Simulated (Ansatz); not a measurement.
Geometry optimisation, Ansatz 0.2.0, RKS PBE/def2-SVP.

Input file:

```yaml
crystal:
  periodic: [false, false, false]
  atoms:
    - { symbol: Si, position_ang: [-0.0773, 0.104664, 0.202606] }
    - { symbol: "N", position_ang: [-0.071018, 0.083404, 1.979639] }
    - { symbol: H, position_ang: [-0.851896, 0.588381, 2.406526] }
    - { symbol: H, position_ang: [0.811955, 0.395334, 2.392332] }
    - { symbol: F, position_ang: [1.378756, 0.415373, -0.414047] }
    - { symbol: F, position_ang: [-1.081899, 1.270986, -0.311182] }
    - { symbol: F, position_ang: [-0.697621, -1.248073, -0.434429] }
    - { symbol: S, position_ang: [1.661052, -2.614269, 1.171013] }
    - { symbol: H, position_ang: [0.666593, -3.061697, 0.352652] }
    - { symbol: H, position_ang: [0.732577, -2.029704, 2.018591] }
basis:
  gaussian: { orbitals: def2-SVP }
hamiltonian:
  xc: pbe
relax:
  f_tol: 0.03
  max_steps: 50
output:
  orbitals: {}
```

Command:

```bash
$ ansatz run input.yaml --threads 4 --pin off --max-ram 5120MiB --backend cpu --events-out ev --progress --plain --runs-dir out
```

Where does it end, and by what steps?

The forces met the threshold. The force dipped under the threshold on the way, but the program's further checks kept it going. After 38 steps the energy has fallen by 0.244 eV; H10 moved furthest, 1.38 Å.

```csv
step,energy less start (eV),largest force component (eV/Å),accepted
0,0.0000,1.395,yes
2,-0.0608,1.636,no
4,-0.1199,0.226,yes
6,-0.1275,0.137,yes
8,-0.1304,0.076,yes
10,-0.1314,0.043,yes
12,-0.1322,0.041,yes
14,-0.1333,0.094,yes
16,-0.1089,0.819,no
18,-0.1424,0.272,yes
20,-0.1501,0.615,yes
22,-0.2040,0.121,yes
24,-0.2187,0.293,yes
26,-0.2315,0.343,yes
28,-0.2380,0.077,yes
30,-0.2398,0.031,yes
32,-0.2416,0.086,yes
34,-0.2426,0.056,yes
36,-0.2434,0.010,yes
38,-0.2436,0.023,yes
```

```xyz
10
Properties=species:S:1:pos:R:3
Si -0.185 0.445 0.042
N 0.078 0.289 1.702
H 0.017 1.072 2.352
H 0.646 -0.496 2.050
F 0.854 1.378 -0.782
F -1.642 1.062 -0.291
F -0.078 -1.037 -0.622
S 1.504 -2.900 1.900
H 1.000 -2.621 0.663
H 0.278 -3.287 2.350
```

Whether the end is a true minimum wasn't checked by a vibrational analysis.

Time of the run: 50 s on 4 threads of Arm Neoverse V1, with other jobs on the host, peak memory 0.17 GiB.
